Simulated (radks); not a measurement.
The bismuth ion Bi2+ inside a hard spherical wall (all orbitals vanish at R), configuration held at [Hg] 6p1 and not refilled when levels cross. Method: scalar-relativistic Kohn-Sham, LDA (Slater exchange, Perdew-Wang correlation), spin-polarised, spherical densities, point nucleus; open shells are filled with parallel spins first (spin-orbit coupling, left out, can overturn this in heavy ions); computed with a radial shooting solver on a logarithmic mesh with Libxc functionals. Eigenvalues in eV for spin up, with the zero of energy where the potential of the charges vanishes at infinity; a dash marks a level that is unbound or too diffuse for the functional's potential to be trusted. A positive occupied level is held by the wall or, in an anion where self-interaction has pushed it up, behind a barrier. The pressure on the wall is -dE/dV.

R (bohr) = free: E (hartree) -21518.4466; kinetic (hartree) 24411.537; e(5p) -113.63; e(5d) -44.780; e(6s) -31.395; e(6p) -19.866; e(7s, empty) -10.074; e(6d, empty) -9.085; pressure (GPa) 0
R (bohr) = 20: E (hartree) -21518.4466; kinetic (hartree) 24411.537; e(5p) -113.63; e(5d) -44.780; e(6s) -31.395; e(6p) -19.866; e(7s, empty) -10.074; e(6d, empty) -9.085; pressure (GPa) < 0.0001
R (bohr) = 8: E (hartree) -21518.4466; kinetic (hartree) 24411.538; e(5p) -113.62; e(5d) -44.775; e(6s) -31.391; e(6p) -19.860; e(7s, empty) -9.698; e(6d, empty) -8.902; pressure (GPa) 0.00614
R (bohr) = 6: E (hartree) -21518.4426; kinetic (hartree) 24411.579; e(5p) -113.50; e(5d) -44.656; e(6s) -31.294; e(6p) -19.690; e(7s, empty) -7.140; e(6d, empty) -7.653; pressure (GPa) 0.491
R (bohr) = 3: E (hartree) -21517.2536; kinetic (hartree) 24418.131; e(5p) -105.17; e(5d) -36.829; e(6s) -19.907; e(6p) -1.462; e(7s, empty) 62.386; e(6d, empty) 28.309; pressure (GPa) 651
R (bohr) = 2: E (hartree) -21506.1029; kinetic (hartree) 24466.329; e(5p) -73.949; e(5d) -2.467; e(6s) 50.731; e(6p) 90.779; e(7s, empty) 284.75; e(6d, empty) 151.41; pressure (GPa) 19100
R (bohr) = 1.5: E (hartree) -21466.1857; kinetic (hartree) 24612.933; e(5p) -7.021; e(5d) 79.748; e(6s) 238.59; e(6p) 308.46; e(7s, empty) 716.90; e(6d, empty) 398.31; pressure (GPa) 172000
